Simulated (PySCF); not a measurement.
## C2H6FNSi: core ionisation energies

Species: C2H6FNSi.
Atom-mapped SMILES: `[F:1][CH2:2]/[CH:3]=[N:4]\[SiH3:5]`

Method: PySCF, delta-SCF UKS SCAN, pcX-2 on the ionised atom, pcseg-1 elsewhere, spin-free X2C. Each binding energy is the total energy of the core-ionised species, with the hole localised on one atom, minus that of the ground state; both are solved self-consistently, so orbital relaxation is included.

Q: Give the core binding energies atom by atom.

A: 
| atom(s) | environment | level | binding energy (eV) | 2p1/2 (eV) | above the level's lowest (eV) | count |
| --- | --- | --- | --- | --- | --- | --- |
| F1 | alkyl fluorine | F 1s | 693.18 | – | 0.00 | 1 |
| C2 | sp3 C–F carbon | C 1s | 293.68 | – | +1.28 | 1 |
| C3 | C=N carbon | C 1s | 292.40 | – | 0.00 | 1 |
| N4 | C=N nitrogen | N 1s | 404.29 | – | 0.00 | 1 |
| Si5 | SiH3 silicon | Si 2p3/2 | 106.86 | 107.48 | 0.00 | 1 |
| Si5 | SiH3 silicon | Si 1s | 1846.71 | – | 0.00 | 1 |

The listed C 1s values span 1.28 eV, from C3 (bonded to N (double bond), C and H) to C2 (bonded to F, C and 2 H). Summing the Pauling electronegativity differences to the bonded atoms, each weighted by its formal bond order, gives +0.63 for the lowest site and +0.73 for the highest.

Q: Which photon wavelength matches the Si 2p3/2 of Si5 threshold?

A: λ = hc/E = 12398.42 eV Å / 106.86 eV = 116.025 Å.

Spin–orbit and ligand-field terms were added within each 2p shell after the spin-free SCF. 2p1/2 minus 2p3/2 (ligand field included): Si 0.62 eV. Isolated species at its PBE0-D3(BJ)/def2-SVP geometry (one conformer only).

Time: 36 s of wall time. Hardware: Arm Neoverse V2, one thread (shared host).

Shape of the structure used: `[F:1][CH2:2]/[CH:3]=[N:4]\[SiH3:5]`: F1–C2–C3–N4 0°.
